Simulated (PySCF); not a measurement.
H5PSi, SMILES [SiH3]P (connectivity only; charge and spin as stated), charge -1, multiplicity 2. Geometry optimised at TPSSh-D3(BJ)/def2-SVPD. The spin state was assumed, not searched.

Computed with TPSSh-D3(BJ)/def2-SVPD in PySCF 2.14.0.

Harmonic wavenumbers (cm⁻¹): 110, 170, 321, 369, 563, 585, 856, 952, 972, 1094, 1733, 2056, 2062, 2346, 2355. Rotational constants (GHz): 57.65, 4.031, 3.994; symmetry number 1.

Problem. Work out the zero-point energy and the ideal-gas rigid-rotor harmonic-oscillator thermochemistry at 298.15 K and 1 atm.

Solution. ZPE = ½ Σ hcν = ½ × 16544 cm⁻¹ = 23.65 kcal/mol. H − E(el) = 27.65 kcal/mol. Entropy in cal/(mol K): translation 38.39, rotation 23.36, vibration 9.55, spin 1.38, total 72.68. G − E(el) = 5.97 kcal/mol. Cp = 18.86 cal/(mol K). Modes under 150 cm⁻¹ make the vibrational entropy uncertain.
